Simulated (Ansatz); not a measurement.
The C1–Br2 bond of CH3Br (SMILES CBr) is stretched (multiplicity 1, the rest rigid).
Geometry at rest (charge 0, multiplicity 1):
```xyz
5

C     -1.53382    -0.04092    -0.02869
Br     0.42257     0.01127     0.00790
H     -1.83025    -0.68040    -0.85265
H     -1.88711     0.97407    -0.17260
H     -1.86976    -0.44272     0.92074
```

Cores are frozen in the correlated methods. Filled d and f shells under p-block atoms count as core.

Codes used: Ansatz (a program for electronic structure). Values without a source in brackets are computed.

FIC-MRCISD+Q on CASSCF(6,4)/cc-pVTZ, total energies (hartree):

| R (Å) | CASSCF | MRCISD | weight c² of the reference |
|---|---|---|---|
| 1.957 | -2612.111210 | -2612.436905 | 0.89877 |
| 3.425 | -2612.015729 | -2612.327050 | 0.89847 |
| 6.264 | -2612.006717 | -2612.316024 | 0.89930 |

Add the Davidson correction (E_MRCISD − E_CASSCF)(1 − c²)/c² and give the energies above the first point at the three levels.


Corrections (hartree): -0.036683, -0.035181, -0.034635. Above the first point (kcal/mol):
- R = 3.425 Å: CASSCF 59.9, MRCISD 68.9, with the correction 69.9
- R = 6.264 Å: CASSCF 65.6, MRCISD 75.9, with the correction 77.1

Doubts at one or more of the structures used: active orbitals that take no part (FIC-MRCISD+Q on CASSCF(6,4)/cc-pVTZ).
